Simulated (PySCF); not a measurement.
A GIAO shielding run with PySCF (density fitting, non-relativistic, gas phase) on SMILES CC(=S)OCO[SiH3], C₃H₈O₂SSi:

```
$ OMP_NUM_THREADS=1 python probes_run.py task.json out

{"job": {"kind": "nmr", "xc": "PBE0", "basis": "pcSseg-1"}, "charge": 0, "multiplicity": 1}
C     -2.334607     0.062712    -0.853191
C     -1.505945     0.132988     0.385747
S     -2.133344     0.276480     1.880482
O     -0.201840     0.048506     0.144287
C      0.698544     0.073610     1.235336
O      1.969918    -0.040488     0.777059
Si     2.410848    -0.194214    -0.793146
H     -3.311099     0.501616    -0.671832
H     -2.470214    -0.982037    -1.134889
H     -1.829749     0.570232    -1.672245
H      0.570504     1.020904     1.785405
H      0.459679    -0.758187     1.918933
H      3.844606    -0.277558    -0.572724
H      1.996674     0.971006    -1.576004
H      1.831610    -1.397583    -1.392096
```

Hardware: 1 thread of an Arm Neoverse V1, shared host. The job also computes population analyses, field gradients.

(1) How large is the calculation?

(2) How long does it take?

Answers

(1) 72 electrons, 173 basis functions and 945 auxiliary functions.

(2) 33 s of wall time, with 14 SCF cycles and 5 response iterations. Times on a shared host scatter by some tens of per cent.
